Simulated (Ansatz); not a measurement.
Start from `CCN([SiH3])C(C)(C)C` and change one atom or group to get `BN(CC)C(C)(C)C`.

Ansatz, PBE0-D4/def2-TZVP geometries, multiplicity 1. Each molecule was computed in one conformer, which needn't be the lowest.

```tsv
property	`CCN([SiH3])C(C)(C)C`
size of the dipole moment (B3LYP/def2-TZVPP) / D	1.33
LUMO energy (ωB97M-V/def2-TZVPP) / eV	2.29
HOMO energy (PBE/def2-TZVPP) / eV	-4.93
HOMO–LUMO gap (B3LYP/def2-TZVPP) / eV	6.53
LUMO energy (B3LYP/def2-TZVPP) / eV	0.53
LUMO energy (PBE/def2-TZVPP) / eV	-0.05
```

Problem. Give the same properties after the change, and the shifts. (Estimate.)

Solution. The calculation gave: 
| property | `BN(CC)C(C)(C)C` | shift |
| --- | --- | --- |
| size of the dipole moment (B3LYP/def2-TZVPP) / D | 2.03 | 0.70 |
| LUMO energy (ωB97M-V/def2-TZVPP) / eV | 1.91 | -0.38 |
| HOMO energy (PBE/def2-TZVPP) / eV | -6.03 | -1.10 |
| HOMO–LUMO gap (B3LYP/def2-TZVPP) / eV | 6.97 | 0.44 |
| LUMO energy (B3LYP/def2-TZVPP) / eV | -0.04 | -0.57 |
| LUMO energy (PBE/def2-TZVPP) / eV | -0.73 | -0.68 |

With PBE0 the HOMO falls by 1.02 eV and the LUMO falls by 0.59 eV, so the gap widens by about 0.43 eV. PBE moves the HOMO by -1.10 eV and ωB97M-V by -1.03 eV. Dipoles are sizes alone; their direction can turn.

Positive LUMOs are unbound, so they and the gaps depend on the basis.

B3LYP here is the variant with VWN-RPA as its local correlation; programs differ in this.
